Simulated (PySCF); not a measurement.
PySCF input file for C₂H₆BNO, SMILES NB1CCO1, PBE0-D3(BJ)/def2-SVP. Geometry optimised at PBE0-D3(BJ)/def2-SVP. This is a generated structure with no PubChem entry under its InChIKey; it may be hypothetical. One conformer was computed; it need not be the lowest.

```python
import numpy as np
from pyscf import gto, scf, dft, df
from pyscf.hessian import thermo

mol = gto.M(
    atom='''
    N     0.04904687   -1.91666327    0.00000000
    B     0.04494214   -0.52090110   -0.00000000
    C     1.09806020    0.67058105   -0.00000000
    C    -0.22089947    1.46278209   -0.00000000
    O    -1.07002308    0.29828904   -0.00000000
    H     0.89652149   -2.46388077    0.00000000
    H    -0.80496143   -2.45829342    0.00000000
    H     1.72076351    0.79928421   -0.89645471
    H     1.72076351    0.79928421    0.89645471
    H    -0.40195277    2.07913150   -0.89651626
    H    -0.40195277    2.07913150    0.89651627
    ''',
    basis='def2-SVP',
    charge=0,
    spin=0,
    max_memory=1600,
    verbose=3,
)
mf = dft.RKS(mol, xc='pbe0').density_fit(auxbasis='def2-universal-jkfit')
mf.disp = 'd3bj'
mf.grids.level = 3
mf.conv_tol = 1e-11
mf.max_cycle = 100
mf.kernel()

# [left out here: the lines that compute and print the analytic Hessian (its translational invariance restored by hand, since the grid's response is missing), thermochemistry and intensities]
```

Program output:

```
converged SCF energy = -234.279894937596

WARN: DFTD3 does not support analytical Hessian, using finite difference


WARN: Mole.unit (angstrom) is changed to Bohr

Mode                                 0                   1                   2
Irrep
Freq [cm^-1]                      153.9138            323.9436            384.0202
Reduced mass [au]                   2.3341              2.4310              1.3029
Force const [Dyne/A]                0.0326              0.1503              0.1132
Char temp [K]                     221.4477            466.0827            552.5196
Normal mode                   x     y     z       x     y     z       x     y     z
       0   N                -0.00 -0.00  0.09   -0.10 -0.01 -0.00    0.00 -0.00  0.03
       1   B                 0.00 -0.00 -0.07    0.11 -0.01  0.00   -0.00 -0.00  0.14
       2   C                 0.00  0.00 -0.06    0.03  0.10  0.00   -0.00 -0.00  0.00
       3   C                -0.00 -0.00  0.13   -0.05 -0.01 -0.00    0.00  0.00 -0.00
       4   O                 0.00 -0.00 -0.12    0.07 -0.08  0.00   -0.00  0.00 -0.04
       5   H                -0.00 -0.00  0.14   -0.27 -0.26 -0.00    0.00  0.00 -0.31
       6   H                -0.00  0.00  0.14   -0.27  0.25 -0.00    0.00 -0.00 -0.63
       7   H                -0.14  0.06 -0.14    0.02  0.17  0.00   -0.21 -0.21 -0.18
       8   H                 0.14 -0.06 -0.14    0.02  0.17 -0.00    0.21  0.21 -0.18
       9   H                -0.03  0.22  0.28   -0.10 -0.02  0.00   -0.01  0.04  0.02
      10   H                 0.03 -0.22  0.28   -0.10 -0.02 -0.00    0.01 -0.04  0.02
Mode                                 3                   4                   5
Irrep
Freq [cm^-1]                      389.0650            548.2845            628.3318
Reduced mass [au]                   1.4207              1.2237              4.6241
Force const [Dyne/A]                0.1267              0.2167              1.0756
Char temp [K]                     559.7780            788.8593            904.0296
Normal mode                   x     y     z       x     y     z       x     y     z
       0   N                 0.00 -0.00 -0.12    0.00 -0.00 -0.05    0.01  0.17 -0.00
       1   B                -0.00 -0.00  0.11   -0.00 -0.00  0.10    0.02  0.09  0.00
       2   C                -0.00 -0.00  0.01   -0.00  0.00  0.03    0.05 -0.07 -0.00
       3   C                 0.00  0.00  0.00    0.00  0.00 -0.00    0.00 -0.10 -0.00
       4   O                -0.00  0.00 -0.01    0.00  0.00 -0.05   -0.06 -0.07 -0.00
       5   H                 0.00  0.00  0.71    0.00 -0.00 -0.54   -0.05  0.09 -0.00
       6   H                 0.00 -0.00  0.14    0.00 -0.00  0.69   -0.06  0.28  0.00
       7   H                -0.17 -0.17 -0.14   -0.09 -0.10 -0.05    0.03 -0.12 -0.02
       8   H                 0.17  0.17 -0.14    0.09  0.10 -0.05    0.03 -0.12  0.02
       9   H                -0.00  0.02  0.01    0.02  0.01  0.00    0.02 -0.11 -0.00
      10   H                 0.00 -0.02  0.01   -0.02 -0.01  0.00    0.02 -0.11  0.00
Mode                                 6                   7                   8
Irrep
Freq [cm^-1]                      775.8099            805.2659            886.3698
Reduced mass [au]                   1.2931              1.8107              2.5632
Force const [Dyne/A]                0.4585              0.6918              1.1865
Char temp [K]                    1116.2177           1158.5983           1275.2889
Normal mode                   x     y     z       x     y     z       x     y     z
       0   N                -0.00  0.00  0.02    0.09 -0.00  0.00    0.07 -0.06 -0.00
       1   B                -0.00  0.00 -0.11    0.06 -0.00 -0.00   -0.03 -0.00  0.00
       2   C                 0.00  0.00  0.09   -0.11 -0.08  0.00    0.04  0.07 -0.00
       3   C                 0.00 -0.00  0.04   -0.04  0.08  0.00    0.09 -0.04  0.00
       4   O                -0.00 -0.00  0.01    0.02  0.03 -0.00   -0.14  0.02 -0.00
       5   H                 0.00  0.00 -0.01   -0.17 -0.38 -0.00   -0.13 -0.37  0.00
       6   H                 0.00 -0.00  0.03   -0.16  0.38  0.00   -0.12  0.23 -0.00
       7   H                -0.40  0.06 -0.19   -0.08 -0.26 -0.00    0.02  0.18  0.00
       8   H                 0.40 -0.06 -0.19   -0.08 -0.26  0.00    0.02  0.18 -0.00
       9   H                 0.26 -0.27 -0.20   -0.01  0.09 -0.00    0.16 -0.03 -0.00
      10   H                -0.26  0.27 -0.20   -0.01  0.09  0.00    0.16 -0.03  0.00
Mode                                 9                  10                  11
Irrep
Freq [cm^-1]                      935.9779            995.1108           1033.1061
Reduced mass [au]                   1.5454              2.9261              5.3669
Force const [Dyne/A]                0.7977              1.7072              3.3749
Char temp [K]                    1346.6639           1431.7429           1486.4096
[...]
       4   O                -0.08  0.01  0.00   -0.05  0.03 -0.00   -0.04  0.03  0.00
       5   H                 0.06  0.12  0.00   -0.01 -0.03 -0.00    0.06  0.12  0.00
       6   H                 0.07 -0.19 -0.00    0.07 -0.17 -0.00   -0.03  0.05 -0.00
       7   H                -0.02  0.07  0.01   -0.24  0.03 -0.13    0.44  0.02  0.36
       8   H                -0.02  0.07 -0.01   -0.24  0.03  0.13    0.44  0.02 -0.36
       9   H                 0.35  0.13 -0.01   -0.43 -0.08  0.05   -0.18 -0.07  0.01
      10   H                 0.35  0.13  0.01   -0.43 -0.08 -0.05   -0.18 -0.07 -0.01
Mode                                18                  19                  20
Irrep
Freq [cm^-1]                     1460.2730           1509.7221           1618.4434
Reduced mass [au]                   1.4930              1.1712              2.2632
Force const [Dyne/A]                1.8757              1.5728              3.4928
Char temp [K]                    2101.0077           2172.1540           2328.5798
Normal mode                   x     y     z       x     y     z       x     y     z
       0   N                 0.00 -0.02  0.00    0.00  0.02 -0.00   -0.00  0.13 -0.00
       1   B                -0.03  0.16  0.00   -0.03  0.07  0.00    0.02 -0.17 -0.00
       2   C                -0.03 -0.03 -0.00   -0.02 -0.01  0.00    0.02  0.02  0.00
       3   C                -0.02  0.02 -0.00    0.01 -0.08  0.00    0.00  0.03 -0.00
       4   O                 0.03 -0.02  0.00    0.02 -0.02 -0.00   -0.02  0.02  0.00
       5   H                -0.20 -0.35  0.00   -0.18 -0.27  0.00   -0.29 -0.31 -0.00
       6   H                 0.19 -0.33  0.00    0.16 -0.25 -0.00    0.29 -0.32  0.00
       7   H                 0.11  0.04  0.11    0.09  0.01  0.08   -0.03 -0.02 -0.05
       8   H                 0.11  0.04 -0.11    0.09  0.01 -0.08   -0.03 -0.02  0.05
       9   H                 0.10 -0.29 -0.22   -0.04  0.44  0.34   -0.01 -0.07 -0.06
      10   H                 0.10 -0.29  0.22   -0.04  0.44 -0.34   -0.01 -0.07  0.06
Mode                                21                  22                  23
Irrep
Freq [cm^-1]                     3057.4091           3108.0085           3118.8912
Reduced mass [au]                   1.0579              1.0628              1.1139
Force const [Dyne/A]                5.8267              6.0489              6.3841
Char temp [K]                    4398.9310           4471.7322           4487.3900
Normal mode                   x     y     z       x     y     z       x     y     z
       0   N                 0.00 -0.00  0.00   -0.00 -0.00 -0.00   -0.00  0.00  0.00
       1   B                -0.00  0.00 -0.00    0.00  0.00 -0.00   -0.00 -0.00 -0.00
       2   C                 0.00  0.00  0.00   -0.07 -0.01  0.00    0.00  0.00  0.01
       3   C                 0.02 -0.06 -0.00    0.00 -0.01 -0.00   -0.00  0.00 -0.09
       4   O                -0.00 -0.00  0.00    0.00 -0.00 -0.00    0.00  0.00  0.00
       5   H                 0.00 -0.00  0.00    0.00 -0.00 -0.00   -0.00  0.00 -0.00
       6   H                -0.00 -0.00  0.00    0.00  0.00 -0.00    0.00  0.00  0.00
       7   H                -0.03 -0.01  0.04    0.37  0.08 -0.57    0.05  0.01 -0.07
       8   H                -0.03 -0.01 -0.04    0.37  0.08  0.57   -0.05 -0.01 -0.07
       9   H                -0.11  0.37 -0.57   -0.01  0.03 -0.04    0.11 -0.36  0.54
      10   H                -0.11  0.37  0.57   -0.01  0.03  0.04   -0.11  0.36  0.54
Mode                                24                  25                  26
Irrep
Freq [cm^-1]                     3173.8361           3649.7984           3765.3642
Reduced mass [au]                   1.1076              1.0511              1.0983
Force const [Dyne/A]                6.5734              8.2494              9.1742
Char temp [K]                    4566.4436           5251.2472           5417.5207
Normal mode                   x     y     z       x     y     z       x     y     z
       0   N                -0.00 -0.00  0.00    0.01  0.05  0.00    0.08 -0.01 -0.00
       1   B                 0.00  0.00 -0.00    0.00 -0.00 -0.00    0.00  0.00  0.00
       2   C                -0.00 -0.00 -0.09   -0.00 -0.00 -0.00   -0.00 -0.00  0.00
       3   C                 0.00  0.00 -0.01    0.00  0.00 -0.00   -0.00 -0.00 -0.00
       4   O                 0.00 -0.00  0.00    0.00 -0.00 -0.00   -0.00  0.00  0.00
       5   H                -0.00  0.00 -0.00    0.49 -0.31 -0.00   -0.64  0.42  0.00
       6   H                 0.00  0.00 -0.00   -0.66 -0.41 -0.00   -0.47 -0.31 -0.00
       7   H                -0.38 -0.08  0.54    0.00  0.00 -0.00    0.00  0.00 -0.00
       8   H                 0.38  0.08  0.54    0.00  0.00  0.00    0.00  0.00  0.00
       9   H                 0.02 -0.05  0.07   -0.00 -0.00  0.00   -0.00  0.00 -0.00
      10   H                -0.02  0.05  0.07   -0.00 -0.00 -0.00   -0.00  0.00  0.00
temperature 298.1500 [K]
pressure 101325.00 [Pa]
Rotational constants [GHz] 11.40067 4.49792 3.36456
Symmetry number 1
Zero-point energy (ZPE) 0.09069 [Eh]   238107.032 [J/mol]
                           tot       elec      trans        rot        vib
Entropy [J/mol/K]       300.204      0.000    161.889    104.750     33.565
Cv [J/mol/K]             79.271      0.000     12.472     12.472     54.328
Cp [J/mol/K]             87.586      0.000     20.786     12.472     54.328
Internal energy [J/mol]                      3718.434   3718.434 244535.976
Internal energy [Eh]   -234.18392  -234.27989
Enthalpy [J/mol]                             6197.391   3718.434 244535.976
Enthalpy [Eh]          -234.18298
Gibbs free energy [J/mol]                  -42069.696 -27512.783 234528.582
Gibbs free energy [Eh] -234.21707
static polarisability / bohr^3: [[37.705 -0.839 -0.   ]
 [-0.837 50.817  0.   ]
 [-0.    -0.    32.242]]
largest difference of analytic and finite-field dipole derivatives / e: 0.0008069666017203048
mode   freq/cm-1   IR/(km/mol)   Raman/(A^4/amu)   depolarisation
   1      153.91         5.348             0.085            0.750
   2      323.94         4.928             0.544            0.581
   3      384.02        75.401             1.293            0.750
   4      389.07       112.941             0.268            0.750
   5      548.28        13.515             0.867            0.750
   6      628.33         1.733             6.963            0.347
   7      775.81         7.354             0.685            0.750
   8      805.27         1.935             3.173            0.555
   9      886.37         1.289             3.824            0.380
  10      935.98        11.240             1.175            0.750
  11      995.11         1.226            16.817            0.191
  12     1033.11        83.609             0.932            0.569
  13     1119.06        38.371             0.840            0.394
  14     1176.80         0.293             3.968            0.750
  15     1200.71         0.251             9.277            0.750
  16     1209.09        74.069             4.151            0.410
  17     1368.45        38.638             5.670            0.728
  18     1413.34        48.265            10.367            0.740
  19     1460.27        96.510             1.895            0.600
  20     1509.72         2.067            16.848            0.662
  21     1618.44       385.838             3.731            0.577
  22     3057.41        68.807           140.571            0.110
  23     3108.01         6.100           121.263            0.085
  24     3118.89        29.317           105.608            0.750
  25     3173.84         8.822            69.319            0.750
  26     3649.80        51.947           136.411            0.137
  27     3765.36        48.910            64.261            0.748
max |gradient| / (hartree/bohr): 0.00010189931613540877
APT charges: [-0.7722  1.0324 -0.2566  0.4724 -0.8209  0.2167  0.2106  0.0184  0.0184
 -0.0595 -0.0595]
```

Self-consistency was reached.

Cost: roughly 3 core-minutes.
